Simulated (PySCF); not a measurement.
C₃H₉Ga, SMILES CC[CH2][GaH2].

Coordinates come from a PBE0-D3(BJ)/def2-SVP optimisation. The structure was generated by enumeration; whether it is a known compound was not checked. One conformer was computed; it need not be the lowest.

These are TDDFT-PBE/def2-SVPD (PySCF) values and carry that method's errors.

Vertical excitations. The molecule is in vacuum. State labels are in the subgroup Cs.

Computed excitation energies, oscillator strengths and character:
| state | symmetry | energy (eV) | λ (nm) | f | main pairs |
|---|---|---|---|---|---|
| S1 | A" | 4.27 | 290 | 0.001 | HOMO→LUMO 100 % |
| S2 | A" | 4.90 | 253 | 0.000 | HOMO−1→LUMO 100 % |
| S3 | A' | 5.61 | 221 | 0.000 | HOMO−2→LUMO 100 % |
| S4 | A" | 5.96 | 208 | 0.000 | HOMO−3→LUMO 100 % |
| S5 | A' | 6.27 | 198 | 0.032 | HOMO→LUMO+1 94 % |
| S6 | A' | 6.80 | 182 | 0.096 | HOMO→LUMO+2 60 %, HOMO−1→LUMO+1 25 % |
| S7 | A' | 6.82 | 182 | 0.075 | HOMO−1→LUMO+1 70 %, HOMO→LUMO+2 20 % |
| S8 | A' | 7.11 | 174 | 0.057 | HOMO−4→LUMO 86 % |
| S9 | A" | 7.20 | 172 | 0.004 | HOMO−5→LUMO 97 % |
| S10 | A' | 7.27 | 170 | 0.009 | HOMO→LUMO+3 47 %, HOMO→LUMO+4 46 % |
| T1 | A" | 3.97 | 312 | 0 | HOMO→LUMO 100 % |
| T2 | A" | 4.46 | 278 | 0 | HOMO−1→LUMO 100 % |
| T3 | A' | 5.53 | 224 | 0 | HOMO−2→LUMO 100 % |
| T4 | A" | 5.93 | 209 | 0 | HOMO−3→LUMO 100 % |
Triplets are in the Tamm–Dancoff approximation, which puts them higher than full response would, so one can lie above its singlet here.
